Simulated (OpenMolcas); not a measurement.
# Li: effect of the basis set

* Program: OpenMolcas
* Method: SS-CASPT2, IPEA 0.25 Eh, imaginary shift 0.1 Eh (closed shells correlated: 1s)
* Active space: 1 electron in 4 orbitals (2s 2p)
* State averaging: 2S+1 = 2 even, 1 root; 2S+1 = 2 odd, 3 roots
* Spin-orbit coupling: state interaction with AMFI integrals over the reference wave functions, term energies averaged over their components

A. ANO-R3 [4s2p], X2C, finite nucleus; CASPT2 step about 0.7 core-seconds
B. ANO-R2 [4s2p], X2C, finite nucleus; CASPT2 step roughly 0.5 core-seconds
C. ANO-RCC-VDZP [3s2p1d], DKH2, point nucleus; CASPT2 step of the order of 0.9 core-seconds
D. ANO-L-VTZP [4s3p2d1f], non-relativistic, point nucleus; CASPT2 step roughly 1.7 core-seconds
E. ANO-RCC-VTZP [4s3p2d1f], DKH2, point nucleus; CASPT2 step about 0.5 core-seconds
F. ANO-RCC-VQZP [5s4p3d2f1g], DKH2, point nucleus; CASPT2 step about 1 core-seconds

Energies in cm⁻¹ above 2s ²S_1/2, the measured ground level; measured values from NIST Handbook of Basic Atomic Spectroscopic Data.

| Level | A | B | C | D | E | F | Measured |
| --- | --- | --- | --- | --- | --- | --- | --- |
| 2s ²S_1/2 | 0.0 | 0.0 | 0.0 | 0.0 | 0.0 | 0.0 | 0.0 |
| 2p ²P°_1/2 | 24948 | 24948 | 14839 | 14870 | 14869 | 14886 | 14904 |
| 2p ²P°_3/2 | 24948 | 24948 | 14839 | 14870 | 14869 | 14886 | 14904 |

Deviations, from unrounded energies. A percentage is the sum of absolute deviations over the sum of measured energies, with the sign that they share, or ± where signs differ.

```
           Against measurement  Levels      A      B     C     D     E     F
mean absolute deviation (cm-1)       2  10000  10000    65    33    35    18
      other configurations (%)       2  +67.4  +67.4  -0.4  -0.2  -0.2  -0.1
```

F lies closest to measurement on these levels and A furthest from it. The largest miss of F in the table is 2p ²P°_3/2, by -18 cm-1. The ranking rests on the paired levels alone, and a cruder setting can come out closer through cancelling errors.

Among A to F the level of the table that moves most is 2p ²P°_3/2, by 10000 cm-1 (lowest in C, highest in A).

ANO sets are built for ground and valence states and can reach diffuse excited orbitals poorly. With one active electron, CASPT2 adds the correlation within the correlated inactive shells and between them and that electron, and leaves the splitting within a term as the reference gives it. The ANO-R sets hold no well-fitted valence p shell for this element, so s → p excitations can come out far too high (holds for A; B). Computed and measured levels are paired by configuration, term and J; levels that our copy of the source lacks, or whose pairing is in doubt (as where it misses far off the trend of its configuration), stay unpaired and out of the deviations. Levels of configurations outside the active space are missing.

° marks odd parity.
